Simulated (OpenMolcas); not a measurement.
## Ni VII: CASPT2 settings compared

| Item | Value |
| --- | --- |
| Program | OpenMolcas |
| Basis | ANO-L-VDZP [5s4p2d1f] |
| Scalar Hamiltonian | non-relativistic, point nucleus |
| Active space | 4 electrons in 5 orbitals (3d) |
| State averaging | 2S+1 = 5 even, 5 roots; 2S+1 = 3 even, 45 roots; 2S+1 = 1 even, 50 roots |
| Spin-orbit coupling | state interaction with AMFI integrals over the reference wave functions, term energies averaged over their components |

Methods on the same reference wave functions:
A. CASSCF
B. SS-CASPT2, IPEA 0.6 Eh, real shift 0.5 Eh (closed shells correlated: 3s 3p)
C. XMS-CASPT2, IPEA 0.4 Eh, no level shift (closed shells correlated: 3s 3p)
D. XMS-CASPT2, IPEA 0 Eh, imaginary shift 0.4 Eh (closed shells correlated: none)

Energies in cm⁻¹ above 3d⁴ ⁵D₀, the measured ground level; measured values from Corliss and Sugar, J. Phys. Chem. Ref. Data 10, 197 (1981).

```csv
Level,A,B,C,D,Measured
3d⁴ ⁵D₀,0.0,0.0,0.0,0.0,0.0
3d⁴ ⁵D₁,268,272,271,269,279
3d⁴ ⁵D₂,778,787,786,782,804
3d⁴ ⁵D₃,1496,1507,1506,1501,1520
3d⁴ ⁵D₄,2387,2400,2400,2390,2392
3d⁴ ³H₄,31546,31990,32540,32020,31672
3d⁴ ³H₅,32130,32630,33180,32610,32286
3d⁴ ³H₆,32741,33280,33840,33230,32877
3d⁴ ³P₀(1),33087,29980,30560,32080,30077
3d⁴ ³P₁(1),34666,31620,32210,33670,31836
3d⁴ ³F₂(1),36486,34360,34870,36020,
3d⁴ ³F₃(1),36538,34480,34980,36120,34317
3d⁴ ³F₄(1),36799,34760,35270,36390,34576
3d⁴ ³P₂(1),37294,34230,34840,36300,
3d⁴ ³G₃,40049,38530,39060,40000,38160
3d⁴ ³G₄,40676,39160,39690,40630,38746
3d⁴ ³G₅,41124,39710,40230,41120,39247
3d⁴ ¹I₆,47839,48360,49060,48620,
3d⁴ ¹G₄(1),50677,47180,47650,50280,
3d⁴ ³D₃,51505,47220,47780,50830,
3d⁴ ³D₂,51696,47430,47990,51010,
3d⁴ ³D₁,51982,47690,48260,51300,
3d⁴ ¹S₀(1),58618,50710,51160,57180,
3d⁴ ¹D₂(1),62535,59420,59830,61500,
```

Deviations, from unrounded energies. A percentage is the sum of absolute deviations over the sum of measured energies, with the sign that they share, or ± where signs differ.

| Against measurement | Levels | A | B | C | D |
| --- | --- | --- | --- | --- | --- |
| mean absolute deviation (cm-1) | 14 | 1200 | 220 | 560 | 1000 |
| fine structure of the ground term (%) | 4 | -1.3 | ±0.8 | ±0.8 | -1.1 |
| other terms of the ground configuration (%) | 10 | ±4.8 | ±0.9 | +2.3 | +4.1 |

B lies closest to measurement on these levels and A furthest from it. The largest miss of B in the table is 3d⁴ ³G₅, by +460 cm-1. The ranking rests on the paired levels alone, and a cruder setting can come out closer through cancelling errors.

Among B to D the level of the table that moves most is 3d⁴ ¹S₀(1), by 6500 cm-1 (lowest in B, highest in D). Moves below CASPT2's spread within the term are not significant.

The mean deviations of B to D differ by less than CASPT2's widest spread within a term (860 cm-1), so their order carries little weight.

From A to B the spin-free energies of the other terms of 3d⁴ shown, above ⁵D, scale by factors of 0.86 to 1.02.

The lowest spin-free term lies below A's lowest term by 0.159 hartree in B, 0.167 hartree in C, 0.015 hartree in D.

Term energies are means over components that CASPT2 splits; among the terms shown or strongly mixed into the levels shown the widest spread is 860 cm-1 (3d⁴ ¹I, C). The basis is small and was not contracted for so high a charge. Without dynamic correlation excited terms often stand tens of per cent too high (terms of higher spin than the ground term too low), and those without a measured partner can miss by more than the paired ones (holds for A). The CASPT2 spread within a term exceeds the gap to the next term for 3d⁴ ³H and 3d⁴ ³P(1), so the order of their levels is uncertain (holds for C). Computed and measured levels are paired by configuration, term and J; levels that our copy of the source lacks, or whose pairing is in doubt (as where it misses far off the trend of its configuration), stay unpaired and out of the deviations. Only configurations of the active space appear. The table leaves out levels that lie high or whose names do not pair safely across all columns.

A number in round brackets counts repeated terms of one configuration in the order of the reference energies.
